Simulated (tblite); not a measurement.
`CNc1[c]c(=O)ccs1` [radical] (doublet state). Structure optimised with GFN2-xTB, isolated species. This method treats the open shell by occupation alone, without spin polarisation.

```
atom  x, y, z in Å
C1     2.6878    0.4139   -0.2961
N2     1.6950   -0.5483    0.1052
C3     0.3643   -0.3652   -0.0694
C4    -0.5791   -1.2681    0.1023
C5    -1.9830   -1.2855    0.0171
O6    -2.7550   -2.2146    0.1742
C7    -2.5108    0.0654   -0.3165
C8    -1.8010    1.1700   -0.5558
S9    -0.0867    1.3411   -0.5376
H10    2.5067    1.3653    0.2084
H11    2.6779    0.5914   -1.3776
H12    3.6691    0.0471   -0.0056
H13    1.9867   -1.5092    0.1891
H14   -3.5900    0.1006   -0.3665
H15   -2.2866    2.1043   -0.7986
```

Problem. Where is the centre of mass (commonest isotopes), and what is the radius of gyration?

Solution. Mass 140.017 u; centre at (-0.457, -0.091, -0.204) Å; Rg = √(Σ m r²/M) = 2.165 Å. As Ia + Ib + Ic = 2 Σ m r², the three principal moments sum to 1312.7 u·Å².

Problem. What is the longest distance between nuclei?

Solution. H12···H14, 7.27 Å; the next longest distance is 6.81 Å.

Problem. Work out the bond lengths C1–N2, C1–H12, C3=C4, C4–C5, C5=O6, C8–H15 in bohr.

Solution. For C1–N2 the difference vector is (-0.9928, -0.9622, 0.4013) Å, of length 1.4396 Å. 1 bohr = 0.529177 Å. C1–N2 2.720; C1–H12 2.054; C3=C4 2.489; C4–C5 2.658; C5=O6 2.302; C8–H15 2.042 bohr.

Problem. How far are the heavy atoms from their best plane (unweighted least squares)?

Solution. 0.052 Å rms; C1 0.10, N2 0.10, C3 0.03, C4 0.02, C5 0.01, O6 0.05, C7 0.01, C8 0.01, S9 0.00 Å (magnitudes).

Problem. What is the repulsion energy of the bare nuclei, Σ ZA·ZB/RAB?

Solution. 488.89 Eh over 105 pairs, with full nuclear charges and distances in bohr; the largest single term is 29.49 Eh (C8 with S9).

Problem. Give the dihedral angles C3–C4–C5–O6, H14–C7–C8–H15, N2–C3–C4–C5.

Solution. C3–C4–C5–O6 178° (antiperiplanar); H14–C7–C8–H15 0° (synperiplanar); N2–C3–C4–C5 178° (antiperiplanar). Dihedral signs follow IUPAC: positive where, seen along the central bond, the front bond turns clockwise onto the rear one.

Problem. What are the angles N2–C1–H11, H11–C1–H12, C3–C4–C5, C7–C8–S9?

Solution. From the scalar product of the two bond vectors; for N2–C1–H11 it is -0.5950 Å² over 1.4396 × 1.0960 Å², cos θ = -0.3771. N2–C1–H11 112.2°; H11–C1–H12 109.1°; C3–C4–C5 135.7°; C7–C8–S9 127.6°.

Problem. Write the matrix of distances between heavy atoms (Å, lower triangle).

Solution. 
```
C1    0.000
N2    1.440  0.000
C3    2.461  1.355  0.000
C4    3.696  2.385  1.317  0.000
C5    4.980  3.752  2.523  1.407  0.000
O6    6.063  4.752  3.635  2.374  1.218  0.000
C7    5.210  4.271  2.918  2.384  1.488  2.345  0.000
C8    4.559  3.951  2.699  2.805  2.528  3.591  1.335  0.000
S9    2.935  2.675  1.826  2.731  3.287  4.502  2.748  1.723  0.000
```

Its GFN2-xTB frequencies are all real (lowest 58 cm⁻¹). 2 starts were optimised and ended at 0.00 and 0.10 kcal/mol (GFN2-xTB); the lowest of these is shown.

The run took 0.39 s wall on Arm Neoverse V2, one thread (shared host). These figures are those of the optimisation.

One conformer stands for the species.

The numbers are calculated, not measured.
